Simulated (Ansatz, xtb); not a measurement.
**C7H5Cl: which of two isomers lies lower**

We compare a, `C#CC1=CC=C(Cl)C1`, a singlet, with b, `C#CC1=CC(Cl)=CC1`, a singlet. Both are isolated molecules in the gas phase, relaxed with PBE-D3(BJ)/def2-SVP.

Quicker runs give these differences E(b) − E(a): GFN2-xTB +2.31 kJ/mol; HF/STO-3G +0.49 kJ/mol (at GFN2-xTB geometries); r2SCAN-D4/def2-SVP +3.17 kJ/mol (at GFN2-xTB geometries).

**Question.** Estimate E(b) − E(a) at the level CCSD(T)/def2-SVP + ΔMP2/def2-TZVPP.

**Answer.** CCSD(T)/def2-SVP + ΔMP2/def2-TZVPP gives E(b) − E(a) = +0.53 kJ/mol, slightly favouring structure a, which is too small a margin to settle the true order.

Level by level:

```csv
level,geometry,E(b) − E(a) (kJ/mol),departure from the last row (kJ/mol),"job, with rough time for the two"
GFN2-xTB,GFN2-xTB,+2.31,+1.77,"optimisation, 0.14 s"
HF/STO-3G,GFN2-xTB,+0.49,−0.04,"single point, 0.6 s"
r2SCAN-D4/def2-SVP,GFN2-xTB,+3.17,+2.64,"single point, 7.2 s"
PBE-D3(BJ)/def2-SVP,PBE-D3(BJ)/def2-SVP,+3.23,+2.70,"optimisation, 32 s"
HF/def2-SVP,PBE-D3(BJ)/def2-SVP,+0.72,+0.19,part of the CCSD(T) run
MP2/def2-SVP,PBE-D3(BJ)/def2-SVP,+2.27,+1.74,part of the CCSD(T) run
CCSD(T)/def2-SVP,PBE-D3(BJ)/def2-SVP,+1.73,+1.20,single point
CCSD(T)/def2-SVP + ΔMP2/def2-TZVPP,PBE-D3(BJ)/def2-SVP,+0.53,,"single point, 2.5 min"
```

As drawn, both hold the same kinds of bond in the same numbers.

The largest departure from CCSD(T)/def2-SVP + ΔMP2/def2-TZVPP is that of PBE-D3(BJ)/def2-SVP, 2.70 kJ/mol. The last row adds to CCSD(T) the change of the MP2 difference between the two basis sets, here −1.20 kJ/mol.

With thermal terms from frequencies at re-optimised GFN2-xTB minima (ideal gas, soft modes damped towards free rotors, one conformer each, 298.15 K, 1 atm): the zero-point term adds −0.39 kJ/mol; ΔH is +0.12 and ΔG +0.21 kJ/mol.

The correlated steps freeze 12 core orbitals. Programs: Ansatz 0.2.0, xtb 6.7.1; the last row on 2 threads of Arm Neoverse V2 on a shared host.
